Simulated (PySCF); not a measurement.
C3H9NSi2, SMILES C#C[C@H](N)[SiH2][SiH3].

Geometry optimised at B3LYP-D3(BJ)/def2-SVP. The structure was generated by enumeration; whether it is a known compound was not checked. One conformer was computed; it need not be the lowest.

Two levels are set side by side: PBE/def2-TZVP (PySCF) and PBE0/def2-TZVP (PySCF). Same geometry, gas phase. Differences are taken from unrounded values.

```csv
quantity,PBE0
orbital gap (eV),6.56
highest occupied level (eV),-6.70
lowest empty level (eV),-0.14
dipole moment (D),1.05
mean polarisability (bohr³),101.1
```

**Question.** What does PBE give, and how far is it from PBE0? (Estimate from the structure and the level; the computed values follow.)

**Answer.** 
```
quantity                       PBE  PBE minus PBE0
---------------------------  -----  --------------
orbital gap (eV)              4.48           -2.08
highest occupied level (eV)  -5.45            1.25
lowest empty level (eV)      -0.97           -0.83
dipole moment (D)             0.97           -0.09
mean polarisability (bohr³)  105.6             4.5
```

PBE's occupied levels lie high since its potential decays too fast outside the molecule; exact exchange lowers them and widens the gap. Loosely held outer electrons make PBE densities more polarisable. Differences between two approximate levels are no errors against the true value.

Rough cost on one machine, each run with all the roots and properties that it gave: PBE0 against PBE within a factor of 2.
